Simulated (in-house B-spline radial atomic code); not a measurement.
Radial electron density of S²⁺, [Ne] 3s1 3p3. Level of theory: non-relativistic PBE, spin-polarised, spherical fractional occupations, point nucleus, inside a hard spherical wall at 5.08 bohr; calculated with a radial B-spline atomic code at the basis-set limit.

Columns: r (bohr), 4πr²n(r) (electrons per bohr), bar.

```
 0.00361   0.3891 #
 0.00431   0.5424 #
 0.00514   0.7512 ##
 0.00614    1.038 ###
 0.00732    1.421 ###
 0.00874    1.935 #####
  0.0104    2.599 ######
  0.0124    3.465 ########
  0.0149    4.619 ###########
  0.0177    5.961 ##############
  0.0212    7.649 ##################
  0.0252    9.517 #######################
  0.0301    11.62 ############################
   0.036     13.8 #################################
  0.0429    15.77 ######################################
  0.0512    17.34 ##########################################
  0.0611     18.2 ############################################
  0.0729    18.15 ############################################
   0.087    17.16 #########################################
   0.104    15.45 #####################################
   0.124    13.61 #################################
   0.148    12.32 ##############################
   0.177     12.2 #############################
   0.211    13.39 ################################
   0.251    15.35 #####################################
     0.3    17.12 #########################################
   0.358     17.5 ##########################################
   0.427    15.88 ######################################
    0.51    12.52 ##############################
   0.609    8.509 #####################
   0.726    5.162 ############
   0.867    3.218 ########
    1.03    2.678 ######
    1.23    2.831 #######
    1.47    2.896 #######
    1.76    2.452 ######
     2.1    1.648 ####
     2.5   0.8667 ##
    2.99   0.3393 #
    3.57  0.09626 
    4.26  0.01565 
    5.03 4.292e-05
```

On this grid the curve has 3 maxima, near 0.0611, 0.358, 1.47 bohr.

The 3p up radial function P(r) = rR(r), positive near the nucleus:

| r (bohr) | P |
| --- | --- |
| 0.00514 | 0.001063 |
| 0.00732 | 0.002118 |
| 0.0104 | 0.004171 |
| 0.0149 | 0.008262 |
| 0.0212 | 0.01591 |
| 0.0301 | 0.02991 |
| 0.0429 | 0.05499 |
| 0.0611 | 0.09694 |
| 0.087 | 0.1614 |
| 0.124 | 0.2485 |
| 0.177 | 0.3416 |
| 0.251 | 0.3953 |
| 0.358 | 0.3408 |
| 0.51 | 0.1169 |
| 0.726 | -0.2577 |
| 1.03 | -0.6438 |
| 1.47 | -0.8285 |
| 2.1 | -0.656 |
| 2.99 | -0.3109 |
| 4.26 | -0.06908 |
